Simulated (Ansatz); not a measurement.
C3H9AlO can be A, `CC(C)=[O+][AlH3-]`, or B, `CC(C)[O][AlH2]`.

Isolated molecules relaxed with PBE0-D4/def2-TZVP in Ansatz; ΔE leaves out vibrations. CBS: MP2 limit from def2 TZ/QZ plus the TZ coupled-cluster correction, frozen cores. Functionals use def2-TZVPP. B3LYP here is the variant with VWN-RPA as its local correlation; programs differ in this. One conformer a species, not always the lowest.

A:

```xyz
14

C    -0.9820    1.7333   -0.5539
C    -0.2925    0.4784   -0.1602
C    -1.0474   -0.7983   -0.1391
O     0.8982    0.5146    0.1454
Al    2.0390   -0.9731    0.7012
H    -1.8237    1.9073    0.1238
H    -1.4109    1.6123   -1.5533
H    -0.2990    2.5794   -0.5332
H    -2.0894   -0.6788   -0.4281
H    -0.9683   -1.2288    0.8654
H    -0.5395   -1.5094   -0.8002
H     1.8805   -1.9107   -0.5977
H     1.1969   -1.4716    1.9794
H     3.4381   -0.2548    0.9505
```

B:

Z-matrix (Å, degrees):
```
C
C 1 1.517
H 1 1.093 2 110.9
H 1 1.091 2 110.3 3 120.4
H 1 1.094 2 110.3 3 -120.0
C 2 1.517 1 111.9 3 60.7
O 2 1.403 1 109.2 3 -174.6
H 2 1.099 1 108.1 3 -58.6
H 6 1.093 2 111.1 1 -179.7
H 6 1.093 2 110.7 1 -59.7
H 6 1.094 2 110.7 1 60.1
Al 7 1.681 2 142.1 1 -117.0
H 12 1.578 7 115.3 2 178.3
H 12 1.585 7 121.3 2 -1.9
```

(1) Which is lower in electronic energy at CCSD(T)/CBS, and by how much? (Best estimate.)

(2) Give E(B) − E(A) in kcal/mol with PBE0-D4, CCSD(T)/def2-TZVPP, LDA (SPW92), CCSD(T)/def2-SVP, PBE-D4, B3LYP, B3LYP-D4. (Best estimate.)

(3) Does the order hold for the free energy at 298.15 K (harmonic terms from PBE0-D4)? (Estimate.)

Largest T1 diagnostic: 0.014.

Answers

(1) Ansatz gave: B, by 25.2 kcal/mol.

(2) Computed: PBE0-D4 -23.0, CCSD(T)/def2-TZVPP -24.5, LDA (SPW92) -23.0, CCSD(T)/def2-SVP -21.4, PBE-D4 -20.8, B3LYP -22.2, B3LYP-D4 -22.1. None reverses the order clearly.

(3) Ansatz gave: Yes: G(B) − G(A) = -21.7 kcal/mol, for one conformer each. Modes under 60 cm⁻¹, often nearly free rotors, make the harmonic entropy too high.

At CCSD(T), def2-SVP lies +3.8 kcal/mol from the extrapolated value and def2-TZVPP +0.7 kcal/mol. From BLYP to BHLYP (50 % exact exchange), in def2-TZVPP and without D4, E(B) − E(A) moves by −3.6 kcal/mol.
